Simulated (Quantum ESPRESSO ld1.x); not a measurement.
ld1.x (Quantum ESPRESSO 7.5) input

```
 &input
    atom='Ce',
    iswitch=1,
    rel=2,
    dft='RXC-VWN',
    config='[Kr] 4d10 5s2 5p1 6s0 4f0',
    rel_dist='average',
    verbosity='high',
    lsmall=.true.,
    prefix='ld1',
    max_out_wfc=37,
    file_charge='ld1.rho',
 /
```

Command: `OMP_NUM_THREADS=1 ld1.x < ld1.in > ld1.out`

Output:

```
     Program LD1 v.7.5 starts

     --------------------------- All-electron run ----------------------------

     dirac relativistic calculation

     atomic number is 58.00
     dft =RXC-VWN   lsd =0 sic =0 latt =0  beta=0.20 tr2=1.0E-14
     Exchange-correlation= RXC-VWN
                           (   3   2   0   0   0   0   0)
     mesh =2085 r(mesh) = 100.64072 a.u. xmin = -8.00 dx = 0.00800
     1 Ry =  13.60569312 eV, c = 137.03599908

     n l j   nl                  e(Ry)          e(Ha)          e(eV)
     Spin orbit split results
     1 0 0.5 1S 1( 2.00)   -2949.040676538   -1474.520338269 -40123.7424522
     2 0 0.5 2S 1( 2.00)    -480.945180339    -240.472590169  -6543.5925327
     2 1 0.5 2P 1( 2.00)    -455.189850079    -227.594925040  -6193.1734129
     2 1 1.5 2P 1( 4.00)    -422.702213747    -211.351106873  -5751.1566027
     3 0 0.5 3S 1( 2.00)    -111.335070859     -55.667535430  -1514.7908079
     3 1 0.5 3P 1( 2.00)    -100.327843597     -50.163921798  -1365.0298517
     3 1 1.5 3P 1( 4.00)     -93.937233768     -46.968616884  -1278.0811755
     4 0 0.5 4S 1( 2.00)     -30.083851289     -15.041925644   -409.3116486
     4 1 0.5 4P 1( 2.00)     -25.959948933     -12.979974467   -353.2030987
     4 1 1.5 4P 1( 4.00)     -24.545501846     -12.272750923   -333.9585657
     3 2 1.5 3D 1( 4.00)     -74.531629526     -37.265814763  -1014.0544793
     3 2 2.5 3D 1( 6.00)     -73.152110955     -36.576055478   -995.2851730
     4 2 1.5 4D 1( 4.00)     -17.706163027      -8.853081513   -240.9046205
     4 2 2.5 4D 1( 6.00)     -17.450937330      -8.725468665   -237.4320980
     5 0 0.5 5S 1( 2.00)     -11.226424358      -5.613212179   -152.7432847
     5 1 0.5 5P 1( 0.33)      -9.848987658      -4.924493829   -134.0023036
     5 1 1.5 5P 1( 0.67)      -9.524261633      -4.762130817   -129.5841810
     6 0 0.5 6S 1( 0.00)      -5.825237271      -2.912618635    -79.2563907
     4 3 2.5 4F 1( 0.00)      -9.556112715      -4.778056357   -130.0175370
     4 3 3.5 4F 1( 0.00)      -9.521800742      -4.760900371   -129.5506989
     Averaged results
     1 0     1S 1( 2.00)   -2949.040676538   -1474.520338269 -40123.7424522
     2 0     2S 1( 2.00)    -480.945180339    -240.472590169  -6543.5925327
     2 1     2P 1( 6.00)    -433.531425858    -216.765712929  -5898.4955394
     3 0     3S 1( 2.00)    -111.335070859     -55.667535430  -1514.7908079
     3 1     3P 1( 6.00)     -96.067437044     -48.033718522  -1307.0640675
     4 0     4S 1( 2.00)     -30.083851289     -15.041925644   -409.3116486
     4 1     4P 1( 6.00)     -25.016984208     -12.508492104   -340.3734100
     3 2     3D 1(10.00)     -73.703918384     -36.851959192  -1002.7928955
     4 2     4D 1(10.00)     -17.553027609      -8.776513804   -238.8211070
     5 0     5S 1( 2.00)     -11.226424358      -5.613212179   -152.7432847
     5 1     5P 1( 1.00)      -9.632503642      -4.816251821   -131.0568886
     6 0     6S 1( 0.00)      -5.825237271      -2.912618635    -79.2563907
     4 3     4F 1( 0.00)      -9.536505873      -4.768252937   -129.7507724

     final scf error:  2.7E-15 reached in  28 iterations

     Etot =  -17649.409980 Ry,   -8824.704990 Ha, -240132.455991 eV

     Ekin =   18880.955707 Ry,    9440.477854 Ha,  256888.489222 eV
     Encl =  -42500.920114 Ry,  -21250.460057 Ha, -578254.476517 eV
     Eh   =    6340.327487 Ry,    3170.163744 Ha,   86264.550088 eV
     Exc  =    -369.773060 Ry,    -184.886530 Ha,   -5031.018784 eV

     normalization and overlap integrals

     s(1S/1S) =  1.000000  <r> =   0.0247  <r2> =    0.0008  r(max) =   0.0158
     LC norm =  0.95422864 + SC norm =  0.04577136 =  1.00000000
     s(1S/2S) = -0.000000
     s(1S/3S) = -0.000000
     s(1S/4S) =  0.000000
     s(1S/5S) =  0.000000
     s(1S/6S) =  0.000000
     s(2S/2S) =  1.000000  <r> =   0.1051  <r2> =    0.0131  r(max) =   0.0896
     LC norm =  0.99004820 + SC norm =  0.00995180 =  1.00000000
     s(2S/3S) =  0.000000
     s(2S/4S) =  0.000000
     s(2S/5S) =  0.000000
     s(2S/6S) =  0.000000
     s(2P/2P) =  1.000000  <r> =   0.0882  <r2> =    0.0096  r(max) =   0.0683
     LC norm =  0.99000091 + SC norm =  0.00999909 =  1.00000000
     s(2P/3P) =  0.000000
     s(2P/4P) =  0.000000
     s(2P/5P) =  0.000000
     s(2P/2P) =  1.000000  <r> =   0.0943  <r2> =    0.0108  r(max) =   0.0734
     LC norm =  0.99059807 + SC norm =  0.00940193 =  1.00000000
     s(2P/3P) =  0.000000
     s(2P/4P) =  0.000000
     s(2P/5P) =  0.000000
     s(3S/3S) =  1.000000  <r> =   0.2791  <r2> =    0.0892  r(max) =   0.2555
     LC norm =  0.99695096 + SC norm =  0.00304904 =  1.00000000
     s(3S/4S) =  0.000000
     s(3S/5S) =  0.000000
     s(3S/6S) =  0.000000
     s(3P/3P) =  1.000000  <r> =   0.2686  <r2> =    0.0839  r(max) =   0.2416
     LC norm =  0.99700459 + SC norm =  0.00299541 =  1.00000000
     s(3P/4P) =  0.000000
     s(3P/5P) =  0.000000
     s(3P/3P) =  1.000000  <r> =   0.2808  <r2> =    0.0914  r(max) =   0.2535
     LC norm =  0.99717019 + SC norm =  0.00282981 =  1.00000000
     s(3P/4P) =  0.000000
     s(3P/5P) =  0.000000
     s(4S/4S) =  1.000000  <r> =   0.6342  <r2> =    0.4538  r(max) =   0.5919
     LC norm =  0.99903814 + SC norm =  0.00096186 =  1.00000000
     s(4S/5S) =  0.000000
     s(4S/6S) =  0.000000
     s(4P/4P) =  1.000000  <r> =   0.6508  <r2> =    0.4813  r(max) =   0.6014
     LC norm =  0.99910081 + SC norm =  0.00089919 =  1.00000000
     s(4P/5P) =  0.000000
     s(4P/4P) =  1.000000  <r> =   0.6770  <r2> =    0.5204  r(max) =   0.6260
     LC norm =  0.99915458 + SC norm =  0.00084542 =  1.00000000
     s(4P/5P) =  0.000000
     s(3D/3D) =  1.000000  <r> =   0.2516  <r2> =    0.0747  r(max) =   0.2042
     LC norm =  0.99728553 + SC norm =  0.00271447 =  1.00000000
     s(3D/4D) =  0.000000
     s(3D/3D) =  1.000000  <r> =   0.2554  <r2> =    0.0768  r(max) =   0.2059
     LC norm =  0.99733376 + SC norm =  0.00266624 =  1.00000000
     s(3D/4D) = -0.000000
     s(4D/4D) =  1.000000  <r> =   0.7219  <r2> =    0.6016  r(max) =   0.6412
     LC norm =  0.99928871 + SC norm =  0.00071129 =  1.00000000
     s(4D/4D) =  1.000000  <r> =   0.7306  <r2> =    0.6159  r(max) =   0.6515
     LC norm =  0.99930252 + SC norm =  0.00069748 =  1.00000000
     s(5S/5S) =  1.000000  <r> =   1.3519  <r2> =    2.0338  r(max) =   1.2860
     LC norm =  0.99971194 + SC norm =  0.00028806 =  1.00000000
     s(5S/6S) =  0.000000
     s(5P/5P) =  1.000000  <r> =   1.4374  <r2> =    2.3048  r(max) =   1.3601
     LC norm =  0.99974061 + SC norm =  0.00025939 =  1.00000000
     s(5P/5P) =  1.000000  <r> =   1.4822  <r2> =    2.4497  r(max) =   1.4156
     LC norm =  0.99975180 + SC norm =  0.00024820 =  1.00000000
     s(6S/6S) =  1.000000  <r> =   2.4140  <r2> =    6.4752  r(max) =   2.4389
     LC norm =  0.99986865 + SC norm =  0.00013135 =  1.00000000
     s(4F/4F) =  1.000000  <r> =   0.8612  <r2> =    0.8873  r(max) =   0.6620
     LC norm =  0.99955348 + SC norm =  0.00044652 =  1.00000000
     s(4F/4F) =  1.000000  <r> =   0.8654  <r2> =    0.8955  r(max) =   0.6673
     LC norm =  0.99955723 + SC norm =  0.00044277 =  1.00000000

     LC charge = 48.76572243 + SC charge =  0.23427757 = 49.00000000

     ------------------------ End of All-electron run ------------------------
```

Run on one thread of a shared host, so times are rough (Intel(R) Xeon(R) Processor @ 2.60GHz): 0.72 s of CPU time, 0.75 s wall, 28 iterations on 2085 mesh points.
